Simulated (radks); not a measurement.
Species: the lithium ion Li2+. Configuration: 1s1. All-electron calculation, non-relativistic Kohn-Sham, r2SCAN, spin-polarised, spherical densities, point nucleus; open shells are filled with parallel spins first; meta-GGA in the generalised Kohn-Sham scheme. Program: a radial shooting solver on a logarithmic mesh with Libxc functionals.

Radial electron density D(r) = 4 pi r^2 rho(r):

| r (bohr) | D(r) (e/bohr) |
|---|---|
| 0.02846 | 0.07432 |
| 0.03083 | 0.08598 |
| 0.03314 | 0.09793 |
| 0.0359 | 0.1130 |
| 0.03858 | 0.1284 |
| 0.04179 | 0.1478 |
| 0.04491 | 0.1676 |
| 0.04826 | 0.1896 |
| 0.05228 | 0.2172 |
| 0.05618 | 0.2450 |
| 0.06086 | 0.2796 |
| 0.06541 | 0.3141 |
| 0.07085 | 0.3567 |
| 0.07614 | 0.3990 |
| 0.08249 | 0.4506 |
| 0.08864 | 0.5014 |
| 0.09603 | 0.5628 |
| 0.1032 | 0.6224 |
| 0.1118 | 0.6934 |
| 0.1201 | 0.7614 |
| 0.1291 | 0.8330 |
| 0.1399 | 0.9160 |
| 0.1503 | 0.9931 |
| 0.1628 | 1.081 |
| 0.175 | 1.159 |
| 0.1895 | 1.246 |
| 0.2037 | 1.321 |
| 0.2207 | 1.399 |
| 0.2371 | 1.463 |
| 0.2569 | 1.524 |
| 0.2761 | 1.567 |
| 0.2967 | 1.598 |
| 0.3214 | 1.616 |
| 0.3454 | 1.615 |
| 0.3741 | 1.594 |
| 0.4021 | 1.556 |
| 0.4356 | 1.493 |
| 0.4681 | 1.419 |
| 0.5071 | 1.318 |
| 0.5449 | 1.213 |
| 0.5903 | 1.085 |
| 0.6344 | 0.9624 |
| 0.6872 | 0.8236 |
| 0.7385 | 0.7003 |
| 0.7936 | 0.5822 |
| 0.8597 | 0.4609 |
| 0.9239 | 0.3633 |
| 1.001 | 0.2699 |
| 1.076 | 0.2000 |
| 1.165 | 0.1380 |
| 1.252 | 0.09526 |
| 1.356 | 0.06036 |
| 1.458 | 0.03835 |
| 1.579 | 0.02201 |
| 1.697 | 0.01271 |
| 1.838 | 0.006512 |
| 1.976 | 0.003368 |

D(r) has 1 maximum, at r = 0.332 bohr.
